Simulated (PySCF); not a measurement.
**Ligand-field analysis of Ru2+**

The free ion Ru2+ in its d6 configuration.

Method (PySCF 2.14, density fitting): CASSCF(6,5) with orbitals averaged over all microstates of the shell, strongly contracted NEVPT2 on the averaged canonical orbitals; basis x2c-TZVPall; spin-free X2C; gas phase; spin-orbit coupling by state interaction with the mean-field operator over all roots.

## Spin-free states

```csv
2S+1,deg.,free-ion term,CASSCF / cm⁻¹,NEVPT2 / cm⁻¹
5,5,5D 1.00,0,0
3,11,3H 1.00,17108,15946
3,3,3P 1.00,19244,16801
3,7,3F 1.00,19674,17591
3,9,3G 1.00,21399,19407
1,13,1I 1.00,25662,23916
3,5,3D 1.00,27408,24161
1,9,1G 1.00,27212,24856
1,1,1S 1.00,31646,28288
1,5,1D 1.00,33562,29215
1,7,1F 1.00,38536,33950
3,3,3P 1.00,45827,40155
3,7,3F 1.00,45397,40412
1,9,1G 1.00,51534,45917
1,5,1D 1.00,69216,61100
```

Only the lowest 15 spin-free levels are listed. Energies are counted from the ground state at NEVPT2 level. Weights follow the labels.

## Ligand-field fit

```tsv
cm⁻¹	CASSCF	NEVPT2
B	858	740
C	3419	3124
```

Spin-orbit constant ζ = 1050 cm⁻¹.

## Spin-orbit levels

| E / cm⁻¹ | deg. | J | make-up |
| --- | --- | --- | --- |
| 0.0 | 9 | 4 | 0.99 5D |
| 1151.8 | 7 | 3 | 0.99 5D |
| 1844.2 | 5 | 2 | 0.99 5D |
| 2292.2 | 3 | 1 | 0.98 5D |
| 2507.5 | 1 | 0 | 0.98 5D |
| 16434.9 | 5 | 2 | 0.96 3P |
| 16510.0 | 13 | 6 | 0.98 3H |
| 16658.6 | 9 | 4 | 0.56 3H + 0.23 3F + 0.15 3G |
| 16837.3 | 11 | 5 | 0.87 3H + 0.13 3G |

Only the lowest levels are listed: 63 of 210 states.

## Magnetism

The lowest spin-orbit level is 9-fold with J = 4; the next lies at 1151.8 cm⁻¹. μeff is 6.72 μB at 300 K and 6.70 μB at 10 K; the free-ion value g_J√(J(J+1)) for the Hund's-rule level J = 4 is 6.71 μB.

```tsv
T / K	χT / cm³ K mol⁻¹	μeff / μB
2	5.613	6.70
5	5.613	6.70
10	5.614	6.70
20	5.616	6.70
30	5.617	6.70
50	5.620	6.70
75	5.624	6.71
100	5.628	6.71
150	5.635	6.71
200	5.642	6.72
250	5.648	6.72
300	5.651	6.72
```

Powder magnetisation at 2 K: 2.32 μB at 0.5 T, 3.85 μB at 1 T, 5.13 μB at 2 T, 5.57 μB at 3 T, 5.86 μB at 5 T, 5.95 μB at 7 T.

The job took 7.4 s on one thread of Arm Neoverse V1 (shared host), with 63 basis functions, launched as `OMP_NUM_THREADS=1 python lf_run.py task.json out`.
